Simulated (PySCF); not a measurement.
Spectra and structures to be paired. Computed with PySCF, TDDFT CAM-B3LYP/def2-SVPD, vertical, gas phase, core orbitals frozen in the response. Geometries: GFN2-xTB; one conformer of each isolated species. Triplets are in the Tamm–Dancoff approximation.

A. `F[SiH2][Si@H]([SiH3])C[SiH3]`
B. `[SiH3][SiH2][Si@@H](CF)[SiH3]`
C. `CSc1pcpc(Cl)p1`
D. `F[SiH2]C[SiH]([SiH3])[SiH3]`
E. `O=COc1cc[n+]([O-])cc1`

Lowest singlet levels (six at most, fewer where fewer were computed) with oscillator strengths:

1. 6.75 eV (f 0.127); 7.06 eV (f 0.103); 7.15 eV (f 0.006); 7.44 eV (f 0.025); 7.53 eV (f 0.015); 7.66 eV (f 0.030); T1 5.84 eV
2. 3.07 eV (f 0.022); 3.57 eV (f 0.141); 4.05 eV (f 0.006); 4.13 eV (f 0.013); 4.18 eV (f 0.124); 4.23 eV (f 0.002); T1 2.15 eV
3. 4.38 eV (f 0.020); 4.48 eV (f 0.000); 4.83 eV (f 0.279); 5.59 eV (f 0.000); 5.88 eV (f 0.002); 6.17 eV (f 0.000); T1 2.63 eV
4. 5.92 eV (f 0.078); 6.59 eV (f 0.012); 6.75 eV (f 0.077); 7.07 eV (f 0.013); 7.21 eV (f 0.049); 7.48 eV (f 0.008); T1 5.17 eV
5. 6.47 eV (f 0.159); 6.81 eV (f 0.024); 6.94 eV (f 0.029); 7.15 eV (f 0.067); 7.21 eV (f 0.051); 7.41 eV (f 0.301); T1 5.69 eV

Question: Match each spectrum to its molecule.

Answer: 1 = D, 2 = C, 3 = E, 4 = A, 5 = B.
- A: S1 at 5.92 eV, HOMO→LUMO (92%); Löwdin shares by element: HOMO silicon 56% or more, carbon 12% (atoms not listed hold the other 32%); LUMO silicon 62% or more, hydrogen 8% or more (atoms not listed hold the other 30%); HOMO -9.33 and LUMO -0.20 eV.
- B: S1 at 6.47 eV, HOMO→LUMO (84%); Löwdin shares by element: HOMO silicon 75% (atoms not listed hold the other 25%); LUMO silicon 65% (atoms not listed hold the other 35%); HOMO -9.33 and LUMO 0.29 eV.
- C: S1 at 3.07 eV, HOMO→LUMO (82%), HOMO-1→LUMO+1 (9%); Löwdin shares by element: HOMO sulfur 37%, phosphorus 22% or more, carbon 14% or more (atoms not listed hold the other 27%); LUMO carbon 47% or more, phosphorus 26% or more (atoms not listed hold the other 27%); HOMO -7.56 and LUMO -1.75 eV; point group Cs.
- D: S1 at 6.75 eV, HOMO→LUMO (79%), HOMO→LUMO+1 (9%); Löwdin shares by element: HOMO silicon 73% or more, carbon 5% (atoms not listed hold the other 22%); LUMO silicon 62% or more, hydrogen 9% or more (atoms not listed hold the other 29%); HOMO -9.46 and LUMO 0.43 eV.
- E: S1 at 4.38 eV, HOMO→LUMO+1 (91%), HOMO-2→LUMO (8%); Löwdin shares by element: HOMO oxygen 45% or more, carbon 21% or more, nitrogen 13% (atoms not listed hold the other 22%); LUMO carbon 26% or more, nitrogen 22%, oxygen 16% or more (atoms not listed hold the other 36%); HOMO -7.85 and LUMO -0.53 eV; point group Cs, 3 of its 6 listed states under f = 0.0005.
